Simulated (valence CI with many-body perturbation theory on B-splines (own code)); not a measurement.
**Forbidden lines of Gd XIV**

Computed by valence CI with perturbative core correlation (CI+MBPT): five valence electrons over a frozen Dirac-Fock core [Kr] 4d10, a basis of 7 s, 7 p, 7 d, 7 f, 4 g, 2 h functions for each j, with the one-electron correlation potential Σ1, the two-electron term Σ2, the three-electron term Σ3, Breit, model QED; selected CI, second order for the rest, scaled by the run's own slope (own B-spline code, finite nucleus).

No measured spectrum was set against this ion. As an estimate, terms of the open shell hold to a few per cent of their energy, and close levels can change places; configurations with another count of f electrons can be misplaced by thousands of cm⁻¹. Among the levels kept, up to 1200 cm⁻¹ of a level comes from second order outside the variational space, and about a tenth of that is noise between levels of different J, which matters for small intervals. The lowest computed level is not the ground level that NIST lists (6H°5/2, for many ions itself from theory).

Lines 51 to 100 of 120 in falling wavelength, among levels below 131370 cm⁻¹, chosen from the decays that carry over 1 % of a level's rate. Wavelengths and rates use the calculated energies, so an error of 2000 cm⁻¹ moves a line at 767.0 nm by 15 % and its rate by three times that or more. S is in atomic units (e²a₀⁴ for E2 and M2, e²a₀⁶ for E3), for M1 in squared Bohr magnetons. Weak lines are less certain than strong ones. Lines between different terms over intervals too small for the method are left out, as are lines whose strength nearly cancels. Where a level lies close to another of its J and parity, the split of strength between their lines is uncertain.

Names give the largest LS component (configuration and term), which can be under half, so a name can repeat, a term be missing and a line seem to break the LS rules; names also repeat where a configuration has a term twice. Letters in brackets count levels of one name in rising energy.

| λ vac (nm) | Upper | Lower | Type | A (s⁻¹) | S (a.u.) |
| --- | --- | --- | --- | --- | --- |
| 767.0 | 4f3 5s2 2D°_3/2 [a] | 4f3 5s2 4S°_3/2 | M1 | 1.22e+01 | 8.19e-01 |
| 737.0 | 4f3 5s2 4G°_7/2 | 4f3 5s2 2H°_9/2 [a] | M1 | 9.17e-02 | 1.09e-02 |
| 686.3 | 4f3 5s2 4D°_1/2 | 4f3 5s2 2D°_3/2 [a] | M1 | 1.08e+00 | 2.59e-02 |
| 683.6 | 4f3 5s2 2L°_15/2 | 4f3 5s2 2K°_15/2 | M1 | 7.68e+00 | 1.46e+00 |
| 674.5 | 4f3 5s2 2I°_11/2 | 4f3 5s2 4G°_9/2 | M1 | 9.82e-01 | 1.34e-01 |
| 672.8 | 4f3 5s2 4G°_9/2 | 4f3 5s2 2H°_9/2 [a] | M1 | 3.97e+00 | 4.48e-01 |
| 660.5 | 4f3 5s2 2D°_3/2 [a] | 4f3 5s2 4F°_5/2 | M1 | 8.64e+00 | 3.69e-01 |
| 658.1 | 4f3 5s2 4D°_5/2 | 4f3 5s2 4G°_7/2 | M1 | 1.97e-01 | 1.25e-02 |
| 641.2 | 4f3 5s2 2G°_9/2 [a] | 4f3 5s2 4F°_7/2 | M1 | 2.97e+00 | 2.90e-01 |
| 619.0 | 4f3 5s2 2I°_13/2 | 4f3 5s2 2K°_15/2 | M1 | 8.33e-01 | 1.02e-01 |
| 589.3 | 4f3 5s2 2P°_1/2 | 4f3 5s2 4S°_3/2 | M1 | 7.98e+00 | 1.21e-01 |
| 581.8 | 4f3 5s2 2I°_11/2 | 4f3 5s2 2K°_13/2 | M1 | 1.05e+00 | 9.22e-02 |
| 570.0 | 4f3 5s2 2H°_9/2 [a] | 4f3 5s2 4I°_11/2 | M1 | 6.28e+00 | 4.31e-01 |
| 565.6 | 4f3 5s2 2L°_17/2 | 4f3 5s2 2K°_15/2 | M1 | 6.74e+00 | 8.14e-01 |
| 556.7 | 4f3 5s2 2D°_3/2 [a] | 4f3 5s2 4F°_3/2 | M1 | 6.82e+00 | 1.74e-01 |
| 534.0 | 4f3 5s2 2D°_5/2 [a] | 4f3 5s2 4F°_7/2 | M1 | 1.16e+01 | 3.93e-01 |
| 533.6 | 4f3 5s2 2D°_5/2 [a] | 4f3 5s2 4S°_3/2 | M1 | 9.23e-01 | 3.12e-02 |
| 531.5 | 4f3 5s2 2G°_9/2 [a] | 4f3 5s2 2H°_9/2 [a] | M1 | 6.67e-01 | 3.71e-02 |
| 520.0 | 4f3 5s2 2L°_15/2 | 4f3 5s2 2K°_13/2 | M1 | 8.61e+00 | 7.18e-01 |
| 516.9 | 4f3 5s2 4D°_5/2 | 4f3 5s2 2G°_7/2 [a] | M1 | 3.12e-01 | 9.57e-03 |
| 509.7 | 4f3 5s2 4D°_7/2 | 4f3 5s2 4G°_9/2 | M1 | 2.58e-01 | 1.01e-02 |
| 500.6 | 4f3 5s2 4D°_3/2 | 4f3 5s2 4G°_5/2 | M1 | 2.54e-01 | 4.72e-03 |
| 500.1 | 4f3 5s2 4D°_5/2 | 4f3 5s2 4G°_5/2 | M1 | 1.72e+00 | 4.77e-02 |
| 481.7 | 4f3 5s2 2I°_13/2 | 4f3 5s2 2K°_13/2 | M1 | 4.11e+00 | 2.39e-01 |
| 480.4 | 4f3 5s2 2H°_11/2 [a] | 4f3 5s2 4I°_13/2 | M1 | 8.79e+00 | 4.33e-01 |
| 479.8 | 4f3 5s2 2D°_5/2 [a] | 4f3 5s2 4F°_5/2 | M1 | 2.21e+00 | 5.42e-02 |
| 478.1 | 4f3 5s2 4D°_7/2 | 4f3 5s2 4G°_7/2 | M1 | 3.74e-01 | 1.21e-02 |
| 462.8 | 4f3 5s2 2I°_11/2 | 4f3 5s2 2H°_11/2 [a] | M1 | 3.18e+00 | 1.40e-01 |
| 456.7 | 4f3 5s2 2P°_1/2 | 4f3 5s2 4F°_3/2 | M1 | 2.49e+00 | 1.76e-02 |
| 448.3 | 4f3 5s2 2H°_9/2 [a] | 4f3 5s2 4I°_9/2 | M1 | 1.33e+01 | 4.45e-01 |
| 422.6 | 4f3 5s2 2D°_5/2 [a] | 4f3 5s2 4F°_3/2 | M1 | 1.02e+00 | 1.72e-02 |
| 418.5 | 4f3 5s2 4F°_9/2 | 4f3 5s2 4I°_11/2 | M1 | 2.84e+00 | 7.73e-02 |
| 405.7 | 4f3 5s2 2P°_3/2 | 4f3 5s2 4S°_3/2 | M1 | 5.83e+00 | 5.77e-02 |
| 399.1 | 4f3 5s2 2K°_15/2 | 4f3 5s2 4I°_15/2 | M1 | 1.41e+01 | 5.34e-01 |
| 397.2 | 4f3 5s2 2I°_13/2 | 4f3 5s2 2H°_11/2 [a] | M1 | 9.73e-01 | 3.16e-02 |
| 396.3 | 4f3 5s2 2K°_13/2 | 4f3 5s2 4I°_13/2 | M1 | 5.84e+00 | 1.89e-01 |
| 391.8 | 4f3 5s2 4F°_7/2 | 4f3 5s2 4I°_9/2 | M1 | 1.82e-01 | 3.24e-03 |
| 391.6 | 4f3 5s2 4D°_3/2 | 4f3 5s2 4S°_3/2 | M1 | 7.47e-01 | 6.65e-03 |
| 391.4 | 4f3 5s2 4D°_5/2 | 4f3 5s2 4F°_7/2 | M1 | 7.98e-01 | 1.06e-02 |
| 391.2 | 4f3 5s2 4D°_5/2 | 4f3 5s2 4S°_3/2 | M1 | 5.26e-01 | 7.01e-03 |
| 390.2 | 4f3 5s2 2H°_11/2 [a] | 4f3 5s2 4I°_11/2 | M1 | 4.74e+00 | 1.25e-01 |
| 373.8 | 4f3 5s2 2P°_3/2 | 4f3 5s2 4F°_5/2 | M1 | 9.20e+00 | 7.13e-02 |
| 362.2 | 4f3 5s2 4D°_1/2 | 4f3 5s2 4S°_3/2 | M1 | 8.35e-01 | 2.94e-03 |
| 361.5 | 4f3 5s2 4D°_5/2 | 4f3 5s2 4F°_5/2 | M1 | 1.73e-01 | 1.82e-03 |
| 355.4 | 4f3 5s2 4D°_7/2 | 4f3 5s2 4F°_9/2 | M1 | 1.49e-01 | 1.98e-03 |
| 349.0 | 4f3 5s2 4F°_9/2 | 4f3 5s2 4I°_9/2 | M1 | 2.77e+00 | 4.37e-02 |
| 338.2 | 4f3 5s2 2P°_3/2 | 4f3 5s2 4F°_3/2 | M1 | 2.87e+00 | 1.64e-02 |
| 336.8 | 4f3 5s2 2I°_11/2 | 4f3 5s2 2H°_9/2 [a] | M1 | 1.25e+00 | 2.12e-02 |
| 335.1 | 4f3 5s2 2K°_15/2 | 4f3 5s2 4I°_13/2 | M1 | 1.07e+01 | 2.39e-01 |
| 332.8 | 4f3 5s2 2K°_13/2 | 4f3 5s2 4I°_11/2 | M1 | 1.26e+01 | 2.41e-01 |
